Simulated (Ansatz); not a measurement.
## Two structures, one formula

The two ends of one reaction step of SiNH3F2, closed shell (PBE0-D4/def2-TZVP).

A:

```xyz
7
angstrom
Si -0.5924 -0.2326 -0.0192
N 1.0262 0.2297 0.0179
H -0.8046 -1.3234 -0.9814
F -1.0137 -0.6653 1.4475
F -1.6083 0.9301 -0.4015
H 1.4121 0.7934 0.7572
H 1.5807 0.2679 -0.8206
```

B:

| atom | x (Å) | y (Å) | z (Å) |
| --- | --- | --- | --- |
| Si1 | -1.3854 | -0.1872 | -0.1110 |
| N2 | 0.6913 | -0.1833 | -0.3275 |
| H3 | 1.0851 | -1.1159 | -0.2588 |
| F4 | -1.1366 | -0.5724 | 1.4635 |
| F5 | -1.2919 | 1.4459 | 0.0054 |
| H6 | 1.0557 | 0.3822 | 0.4355 |
| H7 | 0.9818 | 0.2306 | -1.2073 |

Computed with Ansatz 0.2.0 (basis: def2-TZVPP); correlated methods freeze the cores. B3LYP uses VWN-RPA correlation.

Which structure is lower at CCSD(T), and by how much? (To be estimated.)

Computed: A, by 145.6 kJ/mol (electronic energy, against the other). By their contacts, A is SiNH₃F₂ ([NH2][SiH]([F])[F]) and B is SiNH₃F₂ ([NH3][Si]([F])[F]).

All methods give the same order:

| method | E(B) − E(A) (kJ/mol) |
| --- | --- |
| SPW92 | 124.4 |
| PBE-D4 | 120.5 |
| BLYP-D4 | 120.8 |
| r2SCAN-D4 | 149.1 |
| B97M-V | 141.1 |
| PBE0-D4 | 137.9 |
| B3LYP-D4 | 135.6 |
| r2SCAN0-D4 | 155.8 |
| BHLYP-D4 | 153.5 |
| CAM-B3LYP-D4 | 143.9 |
| wB97X-V | 146.2 |
| wB97M-V | 132.6 |
| B2PLYP | 144.9 |
| PBE-QIDH | 155.1 |
| RPA on PBE | 136.9 |
| HF | 173.1 |
| MP2 | 157.4 |
| CCSD | 149.4 |
| CCSD(T) | 145.6 |

T1 diagnostic: at most 0.013.

Labels in which every atom is bracketed show which atoms are joined, not bond orders.

For scale, one of the runs: CCSD(T)/def2-TZVPP, 177 basis functions, launched by `ansatz run in.yaml --threads 2 --pin off --events-out ev --progress --plain --max-ram 4352MiB`. The run took 53 s on 2 CPU threads of an Arm Neoverse V2 (shared host), with 1.7 GiB of host memory at its peak.
